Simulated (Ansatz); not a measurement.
`[F][Ti]([F])([F])[SeH]` + H–F → `[F][Ti]([F])([F])[F]` + H₂Se at 700 K and 1 bar (ligand exchange at a Ti–Se bond).

Calculated with Ansatz (gas phase, PBE0-D4/def2-TZVP geometries, no zero-point term in ΔE). CCSD(T)/CBS adds triple-zeta CCSD(T) − MP2 to the extrapolated MP2 energy (def2 sets, frozen cores). This one scheme is used for every species. For Se, Ti outer-core shells are correlated without core-valence functions, which leaves a few kJ/mol of doubt a bond. Scalar relativity is left out up to krypton. One conformer a species, not always the lowest.

| species | CCSD(T)/CBS energy (Eh) | H − E (kJ/mol) | S (J/(mol·K)) |
| --- | --- | --- | --- |
| `[F][Ti]([F])([F])[SeH]` | -3549.84726 | 106.6 | 467.0 |
| H–F | -100.39570 | 45.2 | 198.5 |
| `[F][Ti]([F])([F])[F]` | -1248.36877 | 81.0 | 385.6 |
| H₂Se | -2401.89790 | 61.1 | 251.1 |

H − E and S are ideal-gas, rigid-rotor, harmonic terms from PBE0-D4/def2-TZVP, for one conformer and one mirror image of each species. 1 Eh = 2625.50 kJ/mol, R = 8.31446 J/(mol·K).

By hand: ΔE, ΔH, ΔS and ΔG.

ΔE = (-1248.36877) + (-2401.89790) − (-3549.84726) − (-100.39570) = -0.02371 Eh = -62.3 kJ/mol. Δ(H − E) = 81.0 + 61.1 − 106.6 − 45.2 = -9.7, so ΔH = -72.0 kJ/mol. ΔS = 385.6 + 251.1 − 467.0 − 198.5 = -28.8 J/(mol·K). ΔG = -72.0 − 700 × (-28.8)/1000 = -51.8 kJ/mol.

By hand: the equilibrium constant, and the temperature at which ΔG would vanish if ΔH and ΔS stayed fixed.

log₁₀ K = −ΔG/(RT ln 10) = 3.9. ΔG = 0 at ΔH/ΔS = 2500 K.

ΔH outweighs TΔS. A doubt of 5 kJ/mol in ΔE shifts log₁₀ K by 0.4 here. Other conformers and mirror images would add mixing entropy, several J/(mol·K) or more a flexible species. These are equilibria of isolated gas molecules and say nothing of rates. Largest T1 diagnostic: 0.023 (customary marks: 0.02 for closed shells, 0.045 for open ones).
